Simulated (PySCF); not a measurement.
Species: C6H8ClFSi.
Structure used (GFN2-xTB), in Å, numbered top down from 1:
```
atom  x, y, z in Å
C1    -2.154   -1.280   -0.084
C2    -1.091   -0.479   -0.176
C3    -1.221    0.932    0.135
C4    -0.193    1.770    0.298
F5    -0.475    3.071    0.569
Si6    1.629    1.277    0.285
C7     1.382   -0.619    0.278
Cl8    2.892   -1.415   -0.281
C9     0.238   -1.009   -0.649
H10   -3.116   -0.909    0.226
H11   -2.098   -2.331   -0.309
H12   -2.231    1.308    0.244
H13    2.298    1.710   -0.941
H14    2.311    1.717    1.500
H15    1.201   -1.025    1.275
H16    0.440   -0.609   -1.647
H17    0.179   -2.097   -0.735
```

Probes without a nucleus sit at each ring's centroid and 1 Å off its mean plane on both sides; NICS is minus the shielding there, NICSzz its component along the normal. Level: GIAO PBE0/pcSseg-1 (PySCF, non-relativistic, gas phase) on the GFN2-xTB geometry, one conformer.

Ring bond lengths (Å), with Mayer bond orders in brackets: C2–C3 1.451 (1.06), C3–C4 1.337 (1.73), C4–Si6 1.887 (0.87), Si6–C7 1.912 (0.81), C7–C9 1.524 (0.97), C9–C2 1.507 (1.02).

Question: What do the NICS probes read (ppm)?

Answer: 
```json
{"ring": "C2–C3–C4–Si6–C7–C9", "type": "6-membered ring with Si; formal bonds 1 double, 5 single", "NICS(0)": "-2.5", "NICS(1), two faces": "-3.8 / -1.9", "NICS(1)zz, two faces": "1.4 / 3.1", "rms pucker (Å)": "0.21", "centre to ring atoms, mean (Å)": "1.56"}
```

Question: What do they say, and how far can they be read as aromaticity?

Answer: 
- C2–C3–C4–Si6–C7–C9: mean NICS(1)zz 2.3 ppm, near zero. Si6, C7, C9 have four or more neighbours; no verdict on aromaticity is drawn.

Question: What are the shieldings of the ring atoms and their hydrogens in the same run (means over atoms taken as equivalent)?

Answer: 
```tsv
atoms	environment	σ isotropic (ppm)	principal values of the symmetric part, first atom (ppm)
C2	fully substituted alkene carbon	39.1	-75.6, 34.3, 158.6
C3	alkene CH carbon	49.3	-56.6, 68.5, 136.1
C4	vinylic C–F carbon	11.4	-76.3, 42.2, 68.4
Si6	SiH2 silicon	405.4	357.1, 419.8, 439.4
C7	sp3 C–Cl carbon	141.8	111.5, 136.4, 177.4
C9	allylic carbon	140.5	117.2, 137.6, 166.5
H12	vinylic hydrogen	24.72	22.8, 23.1, 28.3
H13	Si–H hydrogen	27.20	24.0, 25.9, 31.8
H14	Si–H hydrogen	27.20	23.8, 25.1, 32.6
H15	methine hydrogen	28.34	23.5, 28.6, 32.9
H16	methylene hydrogen	29.01	26.2, 28.4, 32.5
H17	methylene hydrogen	28.82	23.9, 29.1, 33.4
```
